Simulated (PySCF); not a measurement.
# Two-component Hartree-Fock for Ag (silver, neutral)

Start: [Kr] 4d10 5d1; 5d5/2 filled at m_j = +5/2. Calculated with PySCF 2.14 in x2c-SVPall-2c with one added diffuse shell each of s, p, d type (7s9p7d1f, 76 functions): generalised Hartree-Fock with the X2C-1e Hamiltonian and a Gaussian nucleus; one run each with spin-orbit coupling (SO) switched off, then screened by Boettger's factors. This is a chosen level, not necessarily the ground level.

```csv
spinor shell,electrons,"ε, spin-free (eV)","ε, screened SO (eV)",weight of nominal j (screened SO),"rms radius, screened SO (bohr)"
1s1/2,2,-25645.6,-25643.8,1.000,0.0357
2s1/2,2,-3864.3,-3863.8,1.000,0.146
2p1/2,2,-3460.6,-3582.2,1.000,0.127
2p3/2,4,-3460.6,-3404.5,1.000,0.131
3s1/2,2,-748.35,-748.24,1.000,0.392
3p1/2,2,-612.24,-634.45,1.000,0.387
3p3/2,4,-612.24,-601.94,1.000,0.398
3d3/2,4,-397.89,-401.66,1.000,0.374
3d5/2,6,-397.89,-395.29,1.000,0.377
4s1/2,2,-120.19,-120.18,1.000,0.982
4p1/2,2,-78.682,-82.391,1.000,1.06
4p3/2,4,-78.682,-76.976,1.000,1.09
4d3/2,4,-18.042,-18.445,1.000,1.49
5d5/2,1,-1.059,-1.057,1.000,7.57
```

Task: Where does 4d5/2 lie, and what is the 4d spin-orbit splitting (screened SO)?

Result: At -17.781 eV, 0.664 eV above 4d3/2.

```
   quantity    spin-free  screened SO
E (hartree)  -5311.66103  -5312.61683
        M_J          5/2          5/2
       ⟨J²⟩        8.750        8.750
       ⟨L²⟩        6.000        6.015
       ⟨S²⟩        0.750        0.765
```

Breit and QED terms are absent; they matter most for the inner s and p1/2 levels.

Densities and radii are taken from the X2C orbitals without a picture-change correction, which distorts them close to the nucleus.

Without spin-orbit coupling the j labels of p, d and f shells carry no meaning; the spin-free column gives the mean over the occupied spinors of each nl shell.
